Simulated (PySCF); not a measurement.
PySCF 2.14 output of an unrestricted LDA calculation on a single atom or ion in x2c-TZVPPall (6s5p4d2f1g, 64 functions), with the spin-free X2C one-electron Hamiltonian (Gaussian nucleus):

```
SCF conv_tol = 1e-09
number electrons alpha = 16  beta = 11
    P. A. M. Dirac.,  Math. Proc. Cambridge Philos. Soc. 26, 376 (1930)
    F. Bloch.,  Z. Phys. 57, 545 (1929)
    S. H. Vosko, L. Wilk, and M. Nusair.,  Can. J. Phys. 58, 1200 (1980)
cycle= 1 E= -1390.42640584099  delta_E= -0.0109  |g|= 0.249  |ddm|= 0.346
cycle= 2 E= -1390.39513087641  delta_E= 0.0313  |g|= 0.489  |ddm|= 0.339
cycle= 3 E= -1390.43855521548  delta_E= -0.0434  |g|= 0.0158  |ddm|= 0.194
cycle= 4 E= -1390.43862226624  delta_E= -6.71e-05  |g|= 0.00831  |ddm|= 0.0348
cycle= 5 E= -1390.43863626641  delta_E= -1.4e-05  |g|= 0.00232  |ddm|= 0.00922
cycle= 6 E= -1390.43863739242  delta_E= -1.13e-06  |g|= 0.00039  |ddm|= 0.00167
cycle= 7 E= -1390.43863742095  delta_E= -2.85e-08  |g|= 6.18e-05  |ddm|= 0.00034
cycle= 8 E= -1390.43863742168  delta_E= -7.36e-10  |g|= 5.47e-06  |ddm|= 5.86e-05
converged SCF energy = -1390.43863742168  <S^2> = 8.7504558  2S+1 = 6.0001519
```

The run itself started from symmetry-adapted Hartree-Fock orbitals and held the occupation by maximum overlap, on a logarithmic radial grid, so the iterations belong to that start.

Task: Which element, charge and spin multiplicity is this?

Result: Co (cobalt, neutral), multiplicity 6; the state was [Ar] 3d7 4s1 4p1, one real determinant (an excited configuration).

⟨L²⟩ = 13.86 against 20 for a pure G term, so this real determinant mixes terms.
